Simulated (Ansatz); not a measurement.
Harmonic vibrations of Cu(NH3)Cl (CuNClH₃) by finite differences.

```yaml
crystal:
  periodic: [false, false, false]
  atoms:
    - {symbol: Cu, position_ang: [-0.005563, 0.002916, -1.139146]}
    - {symbol: N, position_ang: [0.003494, -0.001861, 0.816870]}
    - {symbol: H, position_ang: [-0.407455, 0.849013, 1.190708]}
    - {symbol: H, position_ang: [0.949496, -0.071238, 1.181414]}
    - {symbol: H, position_ang: [-0.525946, -0.786296, 1.186977]}
    - {symbol: Cl, position_ang: [-0.014037, 0.007457, -3.236824]}
basis:
  gaussian: {orbitals: def2-TZVP}
hamiltonian: {xc: {name: B3LYP}, dispersion: d4}
scf: {omitted_lower_state_checks: [starts]}
phonons: {temperatures: {t_min: 298.15, t_max: 900, t_step: 200}}
```

```sh
$ ansatz run in.yaml --threads 4 --pin off --events-out ev --progress --plain --max-ram 3916MiB
```

It prints (some lines left out):

```
Functional definition: B3LYP
mean field -58708.10314779 eV, -2157.4829968999 hartree, gradient 7.5e-5 eV, S^2 0.000000; 0 other end points of the search recorded, 0 dependent functions left out
mean field -58708.10314116 eV, -2157.4829966562 hartree, gradient 1.4e-6 eV, S^2 0.000000; 0 other end points of the search recorded, 0 dependent functions left out
mean field -58708.10313946 eV, -2157.4829965937 hartree, gradient 1.4e-6 eV, S^2 0.000000; 0 other end points of the search recorded, 0 dependent functions left out
mean field -58708.10313994 eV, -2157.4829966112 hartree, gradient 1.4e-6 eV, S^2 0.000000; 0 other end points of the search recorded, 0 dependent functions left out
mean field -58708.10314069 eV, -2157.4829966387 hartree, gradient 1.4e-6 eV, S^2 0.000000; 0 other end points of the search recorded, 0 dependent functions left out
mean field -58708.10306292 eV, -2157.4829937809 hartree, gradient 1.4e-6 eV, S^2 0.000000; 0 other end points of the search recorded, 0 dependent functions left out
mean field -58708.10309951 eV, -2157.4829951253 hartree, gradient 1.4e-6 eV, S^2 0.000000; 0 other end points of the search recorded, 0 dependent functions left out
mean field -58708.10295140 eV, -2157.4829896826 hartree, gradient 1.4e-6 eV, S^2 0.000000; 0 other end points of the search recorded, 0 dependent functions left out
mean field -58708.10295163 eV, -2157.4829896911 hartree, gradient 1.4e-6 eV, S^2 0.000000; 0 other end points of the search recorded, 0 dependent functions left out
mean field -58708.10295106 eV, -2157.4829896700 hartree, gradient 1.4e-6 eV, S^2 0.000000; 0 other end points of the search recorded, 0 dependent functions left out
mean field -58708.10295196 eV, -2157.4829897029 hartree, gradient 1.4e-6 eV, S^2 0.000000; 0 other end points of the search recorded, 0 dependent functions left out
mean field -58708.10309265 eV, -2157.4829948735 hartree, gradient 1.4e-6 eV, S^2 0.000000; 0 other end points of the search recorded, 0 dependent functions left out
mean field -58708.10300745 eV, -2157.4829917424 hartree, gradient 1.4e-6 eV, S^2 0.000000; 0 other end points of the search recorded, 0 dependent functions left out
mean field -58708.10310908 eV, -2157.4829954773 hartree, gradient 1.4e-6 eV, S^2 0.000000; 0 other end points of the search recorded, 0 dependent functions left out
mean field -58708.10311298 eV, -2157.4829956206 hartree, gradient 1.4e-6 eV, S^2 0.000000; 0 other end points of the search recorded, 0 dependent functions left out
mean field -58708.10305199 eV, -2157.4829933790 hartree, gradient 1.4e-6 eV, S^2 0.000000; 0 other end points of the search recorded, 0 dependent functions left out
mean field -58708.10304354 eV, -2157.4829930687 hartree, gradient 1.4e-6 eV, S^2 0.000000; 0 other end points of the search recorded, 0 dependent functions left out
mean field -58708.10313116 eV, -2157.4829962884 hartree, gradient 1.4e-6 eV, S^2 0.000000; 0 other end points of the search recorded, 0 dependent functions left out
mean field -58708.10311433 eV, -2157.4829956701 hartree, gradient 1.4e-6 eV, S^2 0.000000; 0 other end points of the search recorded, 0 dependent functions left out
mean field -58708.10303291 eV, -2157.4829926778 hartree, gradient 1.4e-6 eV, S^2 0.000000; 0 other end points of the search recorded, 0 dependent functions left out
mean field -58708.10302366 eV, -2157.4829923380 hartree, gradient 1.4e-6 eV, S^2 0.000000; 0 other end points of the search recorded, 0 dependent functions left out
mean field -58708.10312944 eV, -2157.4829962254 hartree, gradient 1.4e-6 eV, S^2 0.000000; 0 other end points of the search recorded, 0 dependent functions left out
mean field -58708.10313002 eV, -2157.4829962467 hartree, gradient 1.4e-6 eV, S^2 0.000000; 0 other end points of the search recorded, 0 dependent functions left out
mean field -58708.10313372 eV, -2157.4829963828 hartree, gradient 1.4e-6 eV, S^2 0.000000; 0 other end points of the search recorded, 0 dependent functions left out
mean field -58708.10311332 eV, -2157.4829956331 hartree, gradient 1.4e-6 eV, S^2 0.000000; 0 other end points of the search recorded, 0 dependent functions left out
mean field -58708.10309593 eV, -2157.4829949938 hartree, gradient 1.4e-6 eV, S^2 0.000000; 0 other end points of the search recorded, 0 dependent functions left out
mean field -58708.10310074 eV, -2157.4829951708 hartree, gradient 1.4e-6 eV, S^2 0.000000; 0 other end points of the search recorded, 0 dependent functions left out
mean field -58708.10305652 eV, -2157.4829935456 hartree, gradient 1.4e-6 eV, S^2 0.000000; 0 other end points of the search recorded, 0 dependent functions left out
mean field -58708.10306378 eV, -2157.4829938123 hartree, gradient 1.4e-6 eV, S^2 0.000000; 0 other end points of the search recorded, 0 dependent functions left out
mean field -58708.10313213 eV, -2157.4829963243 hartree, gradient 1.4e-6 eV, S^2 0.000000; 0 other end points of the search recorded, 0 dependent functions left out
mean field -58708.10311398 eV, -2157.4829956574 hartree, gradient 1.4e-6 eV, S^2 0.000000; 0 other end points of the search recorded, 0 dependent functions left out
mean field -58708.10314571 eV, -2157.4829968233 hartree, gradient 1.4e-6 eV, S^2 0.000000; 0 other end points of the search recorded, 0 dependent functions left out
mean field -58708.10314781 eV, -2157.4829969006 hartree, gradient 1.4e-6 eV, S^2 0.000000; 0 other end points of the search recorded, 0 dependent functions left out
mean field -58708.10314727 eV, -2157.4829968806 hartree, gradient 1.4e-6 eV, S^2 0.000000; 0 other end points of the search recorded, 0 dependent functions left out
mean field -58708.10314626 eV, -2157.4829968433 hartree, gradient 1.4e-6 eV, S^2 0.000000; 0 other end points of the search recorded, 0 dependent functions left out
mean field -58708.10305612 eV, -2157.4829935311 hartree, gradient 1.4e-6 eV, S^2 0.000000; 0 other end points of the search recorded, 0 dependent functions left out
mean field -58708.10316007 eV, -2157.4829973509 hartree, gradient 1.4e-6 eV, S^2 0.000000; 0 other end points of the search recorded, 0 dependent functions left out
Total energy: -58708.25125172 eV, -2157.4884396186 hartree
Atom 0 at    -0.005563     0.002916    -1.139146 Å, force     0.000369    -0.000165    -0.001222 eV/Å
Atom 1 at     0.003494    -0.001861     0.816870 Å, force     0.000100    -0.000076    -0.004770 eV/Å
Atom 2 at    -0.407455     0.849013     1.190708 Å, force     0.000048    -0.000201     0.001385 eV/Å
Atom 3 at     0.949496    -0.071238     1.181414 Å, force    -0.000316     0.000023     0.002120 eV/Å
Atom 4 at    -0.525946    -0.786296     1.186977 Å, force     0.000126     0.000265     0.001657 eV/Å
Atom 5 at    -0.014037     0.007457    -3.236824 Å, force    -0.000328     0.000153     0.000830 eV/Å
Dipole moment:     0.008195    -0.004350     1.867870 e Å
Vibrations: 112.63 112.66 350.05 461.33 605.67 605.70 1226.19 1659.84 1659.87 3448.90 3546.38 3546.40 cm⁻¹, zero-point energy 1.074672 eV
Checks for a lower state left out: starts
```

Run time 45 s (4 threads of Arm Neoverse V2 on a shared host).
